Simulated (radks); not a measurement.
Results of a calculation; reference values are marked as such.
Ca+, 19 electrons, occupied as [Ar] 6f1 (not the ground configuration). Code: a radial shooting solver on a logarithmic mesh with Libxc functionals. Model: non-relativistic Kohn-Sham, PBE, spin-polarised, spherical densities, point nucleus; open shells are filled with parallel spins first.

Normalised radial functions P(r) = r R(r), r in bohr:

r,2p down,3s down
0.005625,0.0075,0.0908
0.007808,0.0141,0.1204
0.01075,0.0259,0.1559
0.01493,0.0479,0.1980
0.02056,0.0860,0.2409
0.02854,0.1533,0.2784
0.0393,0.2620,0.2940
0.05455,0.4368,0.2657
0.07513,0.6840,0.1699
0.1035,1.0026,-0.0076
0.1436,1.3562,-0.2528
0.1978,1.6243,-0.4700
0.2746,1.6758,-0.5207
0.3781,1.4226,-0.2729
0.5249,0.9282,0.2610
0.7228,0.4412,0.8038
1.003,0.1331,1.0356
1.382,0.0234,0.8288
1.918,0.0018,0.4213
2.642,0.0001,0.1335
3.667,0.0000,0.0216
5.05,0.0000,0.0016
7.011,0.0000,0.0000
9.655,0.0000,0.0000
13.4,0.0000,0.0000
18.46,0.0000,0.0000
25.62,0.0000,0.0000
35.28,0.0000,0.0000
48.98,0.0000,0.0000
67.45,0.0000,0.0000

2p down: eigenvalue -348.22 eV, 0 radial nodes, <r> = 0.329 bohr, 90 % of the charge inside 0.542 bohr. 3s down: eigenvalue -60.117 eV, 2 radial nodes at r = 0.102, 0.454 bohr, <r> = 1.16 bohr, 90 % of the charge inside 1.73 bohr.
